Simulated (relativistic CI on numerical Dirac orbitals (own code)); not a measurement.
Co⁺ in a cubic cluster: 2p photoemission with charge transfer

Computed with a charge-transfer multiplet model of a cubic metal-ligand cluster with up to 2 ligand holes, Slater and spin-orbit integrals from Dirac-Coulomb-Breit ions, Slater integrals scaled by 0.9. The ground state mixes d8 with configurations of k ligand holes L, whose averages lie at kΔ + k(k − 1)U_dd/2; a core hole lowers each added d electron by U_cd. 300 K, Lorentzian 0.6 eV and Gaussian 0.8 eV FWHM.

Atomic integrals in eV (Slater integrals scaled, ζ unscaled), ground: F2dd 9.320, F4dd 5.741, zeta_d 0.056; with the core hole: F2dd 11.102, F4dd 6.898, zeta_d 0.084, zeta_core 9.670, F2cd 6.560, G1cd 4.914, G3cd 2.793.

Cluster parameters (eV): U_dd = 6.2, U_cd = 7.2, 10Dq = 1.05, 10Dq(ligand) = 1.3, V(eg) = 2.1, V(t2g) = -1.12, final-state hopping factor = 0.8.

Weights, n_d and S are thermal averages at 300 K. Binding energies count from the first peak over 30 % of the highest in each spectrum, which can be another peak from case to case. The parameters are a model scan and need not match a compound or its usual spin state. Peaks in eV (height, largest 100): 0.0 (100), 4.5 (25), 6.8 (8), 15.2 (53), 19.4 (8), 20.2 (8).

Which parameters give this spectrum?
A. Δ = 7.6 eV
B. Δ = 10.6 eV
C. Δ = 8.6 eV
D. Δ = 4.6 eV
E. Δ = 6.6 eV

A. Δ = 7.6 eV; the ground state then has 8.10 d electrons and S = 1.00. The choice follows from running the model for each set and comparing peak positions and heights.
